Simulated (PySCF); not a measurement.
CH₃Cd, SMILES [CH3][Cd+], charge +1.

The structure is a stationary point at B3LYP-D3(BJ)/def2-TZVP. The spin state was assumed, not searched. The isomer is the one that the SMILES or the coordinates give; other isomers of the formula were not compared. The def2 effective core potentials stand for the cores of Cd; spin–orbit coupling is left out.

All values below come from r2SCAN/def2-TZVPD run with PySCF.

Gas-phase values at a fixed geometry.

Computed frontier levels, gap, dipole moment and polarisability:
```
Quantity                                                          Result
------------------------------------------------  ----------------------
highest occupied level                                         -13.33 eV
lowest empty level                                              -9.70 eV
orbital gap                                                      3.63 eV
dipole moment about the centre of nuclear charge                  0.08 D
mean static polarisability                          41.0 bohr³ (6.08 Å³)
polarisability, principal values                  30.5, 30.5, 62.1 bohr³
```
